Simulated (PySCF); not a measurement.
SMILES c1coc(Sc2cccs2)c1 (GFN2-xTB optimised geometry):

```
17

C     -2.743     2.883    -2.063
C     -2.380     1.775    -2.764
O     -1.381     1.124    -2.142
C     -1.112     1.815    -1.018
S      0.185     1.260     0.023
C     -0.097    -0.474    -0.031
C      0.862    -1.440    -0.017
C      0.314    -2.741     0.000
C     -1.042    -2.741     0.000
S     -1.697    -1.151     0.000
C     -1.914     2.914    -0.917
H     -3.506     3.587    -2.322
H     -2.743     1.347    -3.677
H      1.914    -1.223    -0.028
H      0.910    -3.636    -0.001
H     -1.711    -3.578    -0.008
H     -1.910     3.636    -0.127
```

Level of theory: B3LYP/def2-SVP (PySCF 2.14.0).

### Question
What are the frontier orbital energies and the dipole moment?

### Answer
HOMO-2 -7.01 eV, HOMO-1 -6.75 eV, HOMO -5.59 eV, LUMO -0.67 eV, LUMO+1 -0.22 eV; dipole moment 1.00 D.

Meta-Löwdin charges at B3LYP/def2-SVP: C1 -0.16, C2 0.05, O3 -0.23, C4 0.06, S5 0.16, C6 -0.20, C7 -0.14, C8 -0.13, C9 -0.23, S10 0.27, C11 -0.17, H12 0.12, H13 0.12, H14 0.12, H15 0.11, H16 0.12, H17 0.12.
